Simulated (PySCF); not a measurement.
C3H5O, SMILES CC[C]=O, multiplicity 2. The structure is a stationary point at PBE-D3(BJ)/def2-SVP. The isomer is the one that the SMILES or the coordinates give; other isomers of the formula were not compared. One conformer was computed; it need not be the lowest.

Computed equilibrium geometry at PBE-D3(BJ)/def2-SVP (PySCF confirms it by a frequency run) as bond lengths and angles (one conformer of several):
Atoms: C1 C2 C3 O4 H5 H6 H7 H8 H9. Bonds (Å): C1–C2 1.528, C1–H5 1.107, C1–H6 1.108, C1–H7 1.108, C2–C3 1.517, C2–H8 1.114, C2–H9 1.114, C3–O4 1.193. Bond angles (°): C2–C1–H5 110.8, C2–C1–H6 111.2, C2–C1–H7 111.0, H5–C1–H6 107.8, H5–C1–H7 108.3, H6–C1–H7 107.6, C1–C2–C3 114.0, C1–C2–H8 112.7, C1–C2–H9 110.6, C3–C2–H8 108.3, C3–C2–H9 104.2, H8–C2–H9 106.4, C2–C3–O4 128.6.
Charge 0, spin multiplicity 2.
